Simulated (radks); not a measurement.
Problem. Hg IV, configuration [Xe] 4f14 5d9. All-electron calculation, Dirac Kohn-Sham, RPBE, spin-unpolarised, spherical densities, finite nucleus; open shells are shared between the two j in proportion to 2j + 1; Fermi nuclear charge, rms radius 5.4648 fm. Program: a radial shooting solver on a logarithmic mesh with Libxc functionals. Some entries of the table are withheld. Estimate them.

orbital,occ.,eigenvalue (Ry),<1/r> (bohr^-1)
1s1/2,2,-6102.836,97.51
2s1/2,2,-1082.889,24.02
2p1/2,2,-1039.333,(1)
2p3/2,4,-896.1987,(2)
3s1/2,2,-258.8763,8.815
3p1/2,2,-239.1947,(3)
3p3/2,4,-207.4895,(4)
3d3/2,4,-174.8172,(5)
3d5/2,6,-168.0231,(6)
4s1/2,2,-58.88722,(7)
4p1/2,2,-50.43515,3.625
4p3/2,4,-42.78123,3.212
4d3/2,4,-28.94680,3.011
4d5/2,6,-27.51940,2.916
5s1/2,2,-11.16220,1.525
4f5/2,6,-9.71919,(8)
4f7/2,8,-9.41089,(9)
5p1/2,2,-8.36830,1.400
5p3/2,4,-7.01686,1.251
5d3/2,3.6,-3.20644,0.9611
5d5/2,5.4,-3.05421,0.9275
6s1/2,0,-2.49745,0.5727
6p1/2,0,-1.88942,(10)
6p3/2,0,-1.72620,(11)

Solution. 
(1) 2p1/2 <1/r> (bohr^-1): 23.98
(2) 2p3/2 <1/r> (bohr^-1): 19.41
(3) 3p1/2 <1/r> (bohr^-1): 8.729
(4) 3p3/2 <1/r> (bohr^-1): 7.537
(5) 3d3/2 <1/r> (bohr^-1): 7.435
(6) 3d5/2 <1/r> (bohr^-1): 7.166
(7) 4s1/2 <1/r> (bohr^-1): 3.734
(8) 4f5/2 <1/r> (bohr^-1): 2.554
(9) 4f7/2 <1/r> (bohr^-1): 2.517
(10) 6p1/2 <1/r> (bohr^-1): 0.4868
(11) 6p3/2 <1/r> (bohr^-1): 0.4454
